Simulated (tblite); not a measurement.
Record of a relaxation.

Compound: C3H10S3Si.
Atom-mapped SMILES: `[CH3:1][S:2][CH2:3][S:4][SiH2:5][S:6][CH3:7]` (hydrogens: H8, H9, H10 on C1; H11, H12 on C3; H13, H14 on Si5; H15, H16, H17 on C7)

Computed with GFN2-xTB (tblite), gas phase: L-BFGS steps from a force-field or distance-geometry start until the largest atomic force falls under 0.01 eV/Å. 7 of its 245 geometries are shown.

Step 0: E = -626.0380 eV, largest atomic force 1.391 eV/Å
```
atom  x, y, z in Å  |  force x, y, z in eV/Å
C1     -3.880    0.668    0.199    0.102  -1.384  -0.091
S2     -2.641    1.339   -0.958   -0.330   0.586  -0.614
C3     -1.536   -0.056   -1.344   -0.421  -0.587  -0.315
S4     -0.453   -0.327    0.055    0.602  -0.452   0.768
Si5     1.478    0.435   -0.512   -0.019  -0.152  -0.197
S6      2.387    1.194    1.264   -0.015   0.097   0.371
C7      3.878    0.184    1.548    0.143  -1.075  -0.255
H8     -4.799    1.282    0.222    0.881  -0.232  -0.062
H9     -3.401    0.537    1.180   -0.337   0.343  -0.250
H10    -4.117   -0.360   -0.173   -0.063   0.795   0.223
H11    -2.119   -0.988   -1.513    0.223   0.614   0.162
H12    -0.907    0.128   -2.224   -0.517   0.326   0.190
H13     2.272   -0.704   -0.973   -0.056   0.128   0.002
H14     1.304    1.452   -1.552    0.041  -0.140   0.251
H15     4.195    0.236    2.604   -0.228   0.369  -0.680
H16     4.632    0.533    0.843    0.143   0.070   0.374
H17     3.699   -0.890    1.325   -0.147   0.693   0.123
```

Step 41: E = -626.3915 eV, largest atomic force 0.151 eV/Å
```
atom  x, y, z in Å  |  force x, y, z in eV/Å
C1     -3.658    0.661    0.065   -0.014  -0.010   0.021
S2     -2.563    1.234   -1.259    0.037   0.005   0.014
C3     -1.463   -0.200   -1.305    0.014  -0.063  -0.015
S4     -0.561   -0.487    0.257   -0.101   0.042   0.037
Si5     1.265    0.507   -0.235   -0.045  -0.052  -0.029
S6      2.262    1.143    1.534    0.031   0.032   0.103
C7      3.790    0.169    1.399    0.030  -0.069  -0.007
H8     -4.310    1.484    0.329   -0.022   0.041  -0.023
H9     -3.042    0.382    0.915    0.008  -0.003   0.021
H10    -4.240   -0.189   -0.280   -0.003   0.008  -0.030
H11    -2.053   -1.093   -1.500   -0.017  -0.013   0.026
H12    -0.743   -0.038   -2.100   -0.058  -0.010  -0.071
H13     2.041   -0.524   -0.907    0.134   0.052  -0.047
H14     1.015    1.660   -1.080   -0.049   0.019  -0.002
H15     4.353    0.333    2.312   -0.006   0.043  -0.012
H16     4.362    0.499    0.539    0.028   0.032   0.002
H17     3.538   -0.881    1.308    0.031  -0.055   0.013
```

Step 81: E = -626.4646 eV, largest atomic force 0.057 eV/Å
```
atom  x, y, z in Å  |  force x, y, z in eV/Å
C1     -3.505    0.817   -0.074   -0.019  -0.009  -0.008
S2     -2.268    1.087   -1.373    0.022  -0.016   0.006
C3     -1.435   -0.518   -1.282   -0.021   0.003  -0.006
S4     -0.520   -0.804    0.269   -0.017  -0.025   0.019
Si5     1.063    0.610   -0.013   -0.014   0.010  -0.016
S6      2.195    0.823    1.789   -0.054   0.012  -0.014
C7      3.813    0.143    1.313    0.002  -0.001   0.005
H8     -3.900    1.790    0.202    0.013  -0.025  -0.003
H9     -3.012    0.350    0.774   -0.004   0.041   0.005
H10    -4.301    0.182   -0.455    0.023   0.008   0.003
H11    -2.185   -1.302   -1.345    0.006  -0.026   0.005
H12    -0.752   -0.578   -2.124    0.006   0.023  -0.001
H13     1.920    0.097   -1.075    0.023  -0.002   0.025
H14     0.493    1.904   -0.337    0.006   0.021   0.010
H15     4.512    0.481    2.070    0.026  -0.008  -0.003
H16     4.105    0.520    0.340    0.010   0.012  -0.004
H17     3.768   -0.941    1.313   -0.008  -0.018  -0.024
```

Step 122: E = -626.4860 eV, largest atomic force 0.038 eV/Å
```
atom  x, y, z in Å  |  force x, y, z in eV/Å
C1     -3.300    0.911   -0.180   -0.008   0.018   0.002
S2     -2.076    0.916   -1.518   -0.019  -0.002   0.004
C3     -1.360   -0.719   -1.232   -0.005  -0.013   0.003
S4     -0.535   -0.915    0.381    0.007  -0.012  -0.002
Si5     0.860    0.703    0.213    0.005  -0.008  -0.022
S6      2.160    0.680    1.911    0.026   0.024   0.014
C7      3.725    0.132    1.158   -0.002   0.001  -0.009
H8     -3.767    1.890   -0.173    0.008   0.002   0.001
H9     -2.789    0.727    0.762   -0.007   0.002  -0.010
H10    -4.042    0.142   -0.371    0.004  -0.003  -0.010
H11    -2.150   -1.465   -1.267    0.003  -0.014   0.000
H12    -0.639   -0.891   -2.027   -0.004   0.006  -0.007
H13     1.642    0.482   -0.996   -0.009   0.015   0.028
H14     0.170    1.980    0.234    0.013  -0.003   0.008
H15     4.465    0.146    1.951   -0.007   0.003  -0.001
H16     4.013    0.820    0.369   -0.004  -0.006   0.011
H17     3.616   -0.876    0.775   -0.002  -0.009  -0.011
```

Step 163: E = -626.5035 eV, largest atomic force 0.095 eV/Å
```
atom  x, y, z in Å  |  force x, y, z in eV/Å
C1     -3.071    0.944   -0.305   -0.024   0.026   0.000
S2     -1.742    0.815   -1.532   -0.035  -0.011   0.024
C3     -1.211   -0.874   -1.183   -0.001  -0.024  -0.027
S4     -0.316   -1.080    0.396    0.028  -0.001   0.006
Si5     0.653    0.838    0.451   -0.049   0.045  -0.007
S6      2.196    0.855    1.927    0.088  -0.006   0.036
C7      3.574    0.100    1.000   -0.053   0.035   0.033
H8     -3.345    1.991   -0.232    0.002   0.015  -0.032
H9     -2.711    0.588    0.655    0.035  -0.025  -0.003
H10    -3.921    0.358   -0.642   -0.012  -0.014   0.019
H11    -2.082   -1.524   -1.142   -0.015  -0.014   0.003
H12    -0.560   -1.181   -1.998    0.029   0.045  -0.005
H13     1.272    1.091   -0.838    0.014  -0.015  -0.039
H14    -0.269    1.856    0.920    0.012  -0.010   0.010
H15     4.434    0.103    1.661   -0.029   0.014  -0.005
H16     3.776    0.701    0.118    0.015  -0.065   0.016
H17     3.318   -0.921    0.734   -0.006   0.005  -0.029
```

Step 203: E = -626.5542 eV, largest atomic force 0.053 eV/Å
```
atom  x, y, z in Å  |  force x, y, z in eV/Å
C1     -3.187    0.658   -0.110    0.007   0.009  -0.037
S2     -1.999    0.872   -1.465   -0.033  -0.012   0.033
C3     -1.037   -0.638   -1.232    0.045  -0.009   0.026
S4     -0.068   -0.683    0.311   -0.010  -0.005  -0.034
Si5     0.838    1.263    0.148   -0.004  -0.010   0.016
S6      2.475    1.371    1.513   -0.006  -0.012  -0.006
C7      3.377   -0.166    1.123   -0.008  -0.010  -0.012
H8     -3.716    1.600   -0.005   -0.008  -0.022   0.013
H9     -2.643    0.424    0.801    0.009   0.017  -0.003
H10    -3.880   -0.141   -0.361    0.009   0.019   0.008
H11    -1.700   -1.500   -1.203   -0.023   0.005  -0.012
H12    -0.360   -0.710   -2.079    0.007  -0.002   0.001
H13     1.300    1.381   -1.227    0.009   0.006  -0.031
H14    -0.071    2.297    0.593   -0.008   0.013   0.005
H15     4.087   -0.322    1.926    0.040   0.015   0.010
H16     3.898   -0.052    0.177   -0.012   0.006   0.024
H17     2.679   -0.995    1.082   -0.015  -0.010   0.002
```

Step 244: E = -626.5596 eV, largest atomic force 0.009 eV/Å
```
atom  x, y, z in Å  |  force x, y, z in eV/Å
C1     -3.147    0.650   -0.061   -0.001   0.000   0.005
S2     -2.026    0.892   -1.465   -0.001  -0.002  -0.002
C3     -1.041   -0.614   -1.299    0.003  -0.003  -0.003
S4     -0.034   -0.699    0.214    0.002  -0.002  -0.001
Si5     0.842    1.263    0.098    0.007   0.000   0.000
S6      2.451    1.378    1.495   -0.007   0.003  -0.004
C7      3.337   -0.183    1.178    0.003  -0.004   0.000
H8     -3.737    1.555    0.031    0.000  -0.004   0.004
H9     -2.558    0.490    0.839    0.000   0.002  -0.004
H10    -3.791   -0.203   -0.256    0.001   0.005   0.000
H11    -1.698   -1.481   -1.285    0.000   0.003  -0.003
H12    -0.385   -0.651   -2.166   -0.001  -0.001   0.004
H13     1.323    1.414   -1.269    0.000   0.000   0.002
H14    -0.088    2.279    0.545    0.000   0.000   0.001
H15     4.140   -0.236    1.906   -0.004  -0.001   0.000
H16     3.747   -0.173    0.173   -0.001   0.002   0.000
H17     2.656   -1.018    1.309    0.000   0.003   0.000
```

**Question.** Summarise the path.

**Answer.** The energy falls by 12.03 kcal/mol from step 0 to step 244; nine tenths of that is first reached at step 166. It rises by more than 0.2 meV at steps 44 and 206. The largest force goes from 1.391 to 0.009 eV/Å. Among the bonds C1–H10 changes most, from 1.118 to 1.087 Å; the atoms move by 1.170 Å rms after alignment.

What follows is the cost of the whole relaxation. Time: 4.0 s wall. Hardware: one thread of an Arm Neoverse N1, shared host.
